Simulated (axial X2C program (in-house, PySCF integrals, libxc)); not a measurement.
## Working with the constants of Sb₂⁻

A bond curve at the TPSS level, 2c, was computed with an in-house relativistic program for diatomic molecules (basis Sb dyall-acv3z [12s13p9d5f1g] (cores contracted in-house)) for the state Ω = 1/2 (⟨Sz⟩ = -0.49, ⟨Lz⟩ = 0.99 at TPSS). Its fit gives Re = 2.5952 Å, ωe = 237.2 cm⁻¹, ωexe = 0.423 cm⁻¹ and αe = 9.869e-05 cm⁻¹; the masses are 120.9038 and 120.9038 u. Two-component means X2C with spin–orbit coupling and atomic mean-field Coulomb and Gaunt terms.

Question: Find the reduced mass, Be and the force constant.

Answer: From the TPSS values: μ = 60.4519 u. Be = 16.8576/(μ Re²) = 0.0414 cm⁻¹. k = 5.8918×10⁻⁷ μ ωe² = 2 mdyn/Å.

Question: Where do the fundamental and the first overtone lie?

Answer: ν(1←0) = ωe − 2ωexe = 236.4 cm⁻¹; ν(2←0) = 2ωe − 6ωexe = 471.9 cm⁻¹.

Question: Estimate De from a Morse curve and compare with the computed well depth of 3.367 eV to Sb- + Sb.

Answer: De(Morse) = ωe²/(4ωexe) = 4.123 eV against 3.367 eV computed, a ratio of 1.22. The extrapolation overshoots: the well softens faster than a Morse curve, or the lowest atomic limit lies below the one to which the curve heads.

Question: A Morse curve ties αe to the other constants (Pekeris). How well does that hold?

Answer: αe(Morse) = 6Be²/ωe × (√(ωexe/Be) − 1) = 9.524e-05 cm⁻¹; the TPSS curve gives 9.869e-05 cm⁻¹, a ratio of 0.97.

Question: Estimate the centrifugal constant by the Kratzer relation.

Answer: D = 4Be³/ωe² = 5.05e-09 cm⁻¹.

One determinant describes the state; a PBE0 search over occupations chose it and may have missed a lower one. De is counted from the lowest determinant-based energies of the atoms at the same level, without counterpoise correction. Density functionals use the spin component along the axis (collinear). The functionals have no current-density term, which raises determinants with orbital currents, atoms included. The highest occupied level of some functionals is positive through self-interaction error; at Hartree–Fock it is bound.
